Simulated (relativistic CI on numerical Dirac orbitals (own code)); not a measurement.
**Slater and spin-orbit integrals, Xe³⁷⁺**

These numbers are calculated, not measured: Dirac-Coulomb-Breit CI, KLI orbitals optimised for each configuration, model QED (radiative potential, 1s self-energy scaled to tabulated hydrogen-like ionisation energies), unscaled Slater integrals (own radial code, finite nucleus).

Slater integrals F^k, G^k are unscaled and averaged over j, outside the closed core [Ne]; ζ comes from projecting the Hamiltonian with its Breit term on Σ l·s of the shell.

- 3s2 3p5: ζ(3p) = 419190 cm⁻¹; <r>(3p) = 0.2711, <r^2>(3p) = 0.08485 (bohr units).
- 3s2 3p4 3d: F^2(3p,3p) = 364140, ζ(3p) = 418680, F^2(3p,3d) = 366220, G^1(3p,3d) = 385700, G^3(3p,3d) = 259300, ζ(3d) = 55936 cm⁻¹; <r>(3p) = 0.2714, <r^2>(3p) = 0.08502, <r>(3d) = 0.2404, <r^2>(3d) = 0.0668 (bohr units).
- 3s 3p5 3d: G^1(3s,3p) = 460190, ζ(3p) = 418510, G^2(3s,3d) = 289250, F^2(3p,3d) = 365980, G^1(3p,3d) = 385590, G^3(3p,3d) = 259190, ζ(3d) = 56263 cm⁻¹; <r>(3s) = 0.2792, <r^2>(3s) = 0.08878, <r>(3p) = 0.2715, <r^2>(3p) = 0.08513, <r>(3d) = 0.2406, <r^2>(3d) = 0.06692 (bohr units).

Averages of the first 10 configurations, taken without configuration mixing, which lowers the lowest level and can move excited configurations by several eV; other configurations of the list can lie among them:

| Configuration | Parity | States | Average energy above the lowest level (eV) |
| --- | --- | --- | --- |
| 3s2 3p5 | odd | 6 | 34.3 |
| 3s 3p6 | even | 2 | 220.9 |
| 3s2 3p4 3d | even | 150 | 236.6 |
| 3s 3p5 3d | odd | 120 | 416.5 |
| 3p6 3d | even | 10 | 612.1 |
| 3s 3p4 3d2 | even | 1350 | 618.1 |
| 3s2 3p3 3d 4p | even | 1200 | 1496.2 |
| 3p6 4s | even | 2 | 1604.0 |
| 3s 3p4 3d 4s | even | 600 | 1601.0 |
| 3s2 3p4 4s | even | 30 | 1226.1 |
